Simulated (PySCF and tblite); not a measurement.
Values are calculated unless marked as measured or tabulated.
C₆H₁₁NSi, numbered as in [N:1]#[C:2][SiH:3]1[CH2:4][CH2:5][CH2:6][CH2:7][CH2:8]1.

Search: ETKDG and KDG, MMFF94s, GFN2-xTB, 60 starts; geometries at GFN2-xTB. Weights use B3LYP-D3(BJ)/def2-SVP (IEF-PCM, water) energies plus GFN2-xTB zero-point and thermal terms (modes under about 100 cm⁻¹ blended into free rotors). Symmetry numbers and mirror images are counted. Conformers within 2.5 kcal/mol (GFN2-xTB free energy) were kept, 3 at most. Programs: PySCF with density fitting and tblite.

The 6-ring runs over atoms 3–4–5–6–7–8.

| conformer | shape | symmetry | dipole D |
| --- | --- | --- | --- |
| 1 | 6-ring chair (all substituents equatorial) | Cs | 5.22 |
| 2 | 6-ring chair (C2 axial) | Cs | 5.02 |

Question: Which of these conformers is the most populated at 298.15 K, and with what share?

Answer: Conformer 2, about 79 %.

Question: Give the DFT energies and free energies relative to the lowest, and all weights.

Answer: 
```csv
conformer,shape,E(DFT) kcal/mol,G(298.15 K) kcal/mol,weight %
1,6-ring chair (all substituents equatorial),0.83,0.79,20.9
2,6-ring chair (C2 axial),0.00,0.00,79.1
```

Question: How does its share change from 250 K to 350 K?

Answer: From 83 % to 75 %; the mixing entropy goes from 0.90 to 1.11 cal/(mol K).
